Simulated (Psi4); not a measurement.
CH$_{3}$S (SMILES C[S]), doublet, at a GFN2-xTB geometry; CCSD(T)/6-31G* (Psi4).

Here is a job for Psi4.
```
memory 2 GB

molecule {
0 2
  C    -1.10429770   -0.03302885   -0.00267183
  S     0.68716345    0.02055263    0.00166258
  H    -1.43620067   -0.64745027   -0.83576429
  H    -1.44603175   -0.46206884    0.93586897
  H    -1.48659665    0.97885016   -0.11067499
}

set basis 6-31g*
set reference uhf
set freeze_core true
set mp2_type conv
set scf_type pk
set puream true
set d_convergence 1e-8

energy('ccsd(t)')
print_variables()
```

It wrote (shortened):

```
   => Loading Basis Set <=

    Name: 6-31G*
    Role: ORBITAL
    Keyword: BASIS

         ---------------------------------------------------------
                                   SCF
               by Justin Turney, Rob Parrish, Andy Simmonett
                          and Daniel G. A. Smith
                              UHF Reference
         ---------------------------------------------------------

  ==> Geometry <==

    Molecular point group: cs
    Full point group: C1

    Geometry (in Angstrom), charge = 0, multiplicity = 2:

       Center              X                  Y                   Z               Mass
    ------------   -----------------  -----------------  -----------------  -----------------
         C           -0.035279890580     1.196142725270     0.000000000000    12.000000000000
         S            0.017559553427    -0.595345708191     0.000000000000    31.972071174400
         H           -0.559664588190     1.532966364929    -0.890666510634     1.007825032230
         H           -0.559664588190     1.532966364929     0.890666510634     1.007825032230
         H            0.982344481027     1.578447497583     0.000000000000     1.007825032230

  Running in cs symmetry.

  Rotational constants: A =      5.27134  B =      0.45101  C =      0.45101 [cm^-1]
  Rotational constants: A = 158030.82982  B =  13520.90685  C =  13520.90684 [MHz]
  Nuclear repulsion =   48.678257462627563

  Charge       = 0
  Multiplicity = 2
  Electrons    = 25
  Nalpha       = 13
  Nbeta        = 12

  ==> Algorithm <==

  SCF Algorithm Type is PK.
  DIIS enabled.
  MOM disabled.
  Fractional occupation disabled.
  Guess Type is SAD.
  Energy threshold   = 1.00e-08
  Density threshold  = 1.00e-08
  Integral threshold = 1.00e-12

  ==> Primary Basis <==

  Basis Set: 6-31G*
    Blend: 6-31G*
    Number of shells: 20
    Number of basis functions: 38
    Number of Cartesian functions: 40
    Spherical Harmonics?: true
    Max angular momentum: 2

  ==> Integral Setup <==

  Using in-core PK algorithm.
   Calculation information:
      Number of atoms:                   5
      Number of AO shells:              20
      Number of primitives:             54
      Number of atomic orbitals:        40
      Number of basis functions:        38

      Integral cutoff                 1.00e-12
      Number of threads:                 1

  Performing in-core PK
  Using 549822 doubles for integral storage.
  We computed 21930 shell quartets total.
  Whereas there are 22155 unique shell quartets.

  ==> DiskJK: Disk-Based J/K Matrices <==

    J tasked:                  Yes
    K tasked:                  Yes
    wK tasked:                  No
    Schwarz Cutoff:          1E-12

  Minimum eigenvalue in the overlap matrix is 1.9273799745E-02.
  Reciprocal condition number of the overlap matrix is 4.5957624650E-03.
    Using symmetric orthogonalization.

  ==> Pre-Iterations <==

  SCF Guess: Superposition of Atomic Densities via on-the-fly atomic UHF (no occupation information).

   -------------------------
    Irrep   Nso     Nmo
   -------------------------
     A'        27      27
     A"        11      11
   -------------------------
    Total      38      38
   -------------------------

  ==> Iterations <==

                        Total Energy        Delta E     RMS |[F,P]|

   @UHF iter SAD:  -436.49690491181150   -4.36497e+02   0.00000e+00
   @UHF iter   1:  -437.05836074137062   -5.61456e-01   6.74576e-03 DIIS/ADIIS
   @UHF iter   2:  -437.09385969448556   -3.54990e-02   2.10215e-03 DIIS/ADIIS
   @UHF iter   3:  -437.09826215406775   -4.40246e-03   8.10037e-04 DIIS/ADIIS
   @UHF iter   4:  -437.09907167931743   -8.09525e-04   2.71227e-04 DIIS/ADIIS
   @UHF iter   5:  -437.09914440734423   -7.27280e-05   8.88449e-05 DIIS
   @UHF iter   6:  -437.09915383803155   -9.43069e-06   2.61762e-05 DIIS
   @UHF iter   7:  -437.09915471233711   -8.74306e-07   8.91008e-06 DIIS
[...]
  @UHF Final Energy:  -437.09915488347747
    Total Energy =                       -437.0991548834774676
[...]
              3  10        -0.0079203684
              1   8         0.0077092106
              3   1        -0.0074410167
              3  12         0.0065407363
              5  19        -0.0065251292
              1   9         0.0064668927
              3   7         0.0064527128
              0   0        -0.0062307362

    Largest TIJAB Amplitudes:
      6   4  20   8         0.0258963670
      6   4  18   5         0.0210303580
      4   3   5   4        -0.0169490121
      6   3  18   4         0.0168506364
      6   3  19   0        -0.0155573059
      4   3   6   0         0.0151632985
      5   2  17   6        -0.0115820416
      5   2  19   2        -0.0109685670
      6   3  19   1         0.0109382437
      4   3   9   0        -0.0107198541

    Largest Tijab Amplitudes:
      4   3   5   4        -0.0163088496
      4   3   6   0        -0.0133531582
      5   2  20   2         0.0128336240
      5   2  18   6        -0.0124119781
      5   3  17   1         0.0118239247
      4   3   6   1         0.0112840006
      4   1   5   3         0.0112766898
      5   1  17   1        -0.0108054603
      5   3  20   1         0.0103581861
      4   1  21  17         0.0102535989

    Largest TIjAb Amplitudes:
      4   4   5   5        -0.0411207773
      3   3   0   0        -0.0407514251
      2   2   2   2         0.0374030152
      5   5  17  18        -0.0357439898
      3   3   1   1        -0.0310408697
      6   1   8  17         0.0300564628
      3   3   0   1         0.0299740686
      4   1  20  17         0.0296619742
      6   4  18   5         0.0283690863
      3   3   4   4        -0.0252062813

    SCF energy       (wfn)                    = -437.099154883477468
    Reference energy (file100)                = -437.099154883477524

    Opposite-spin MP2 correlation energy      =   -0.175047579328870
    Same-spin MP2 correlation energy          =   -0.051979983615007
    Singles MP2 correlation energy            =   -0.000000000000000
    MP2 correlation energy                    =   -0.227027562943877
      * MP2 total energy                      = -437.326182446421399

    Opposite-spin CCSD correlation energy     =   -0.208746770362521
    Same-spin CCSD correlation energy         =   -0.050391657749818
    Singles CCSD correlation energy           =   -0.000000000000000
    CCSD correlation energy                   =   -0.259138428112339
      * CCSD total energy                     = -437.358293311589875

            **************************
            *                        *
            *        CCTRIPLES       *
            *                        *
            **************************

    Wave function   =    CCSD_T
    Reference wfn   =      UHF

    Nuclear Rep. energy (wfn)                =   48.678257462627563
    SCF energy          (wfn)                = -437.099154883477468
    Reference energy    (file100)            = -437.099154883477524
    CCSD energy         (file100)            =   -0.259138428112339
    Total CCSD energy   (file100)            = -437.358293311589875

    Number of ijk index combinations:
    Spin Case AAA:                                  35
    Spin Case BBB:                                  20
    Spin Case AAB:                                 126
    Spin Case ABB:                                 105
    AAA (T) energy                             =   -0.000145854738024
    BBB (T) energy                             =   -0.000101540848743
    AAB (T) energy                             =   -0.003266106606927
    ABB (T) energy                             =   -0.002855002134863
    (T) energy                                   =   -0.006368504328557
      * CCSD(T) total energy                     = -437.364661815918396

  Variable Map:
  ----------------------------------------------------------------------------
[...]
  Array Variable Map:
  ----------------------------------------------------------------------------
[...]
[...]
```
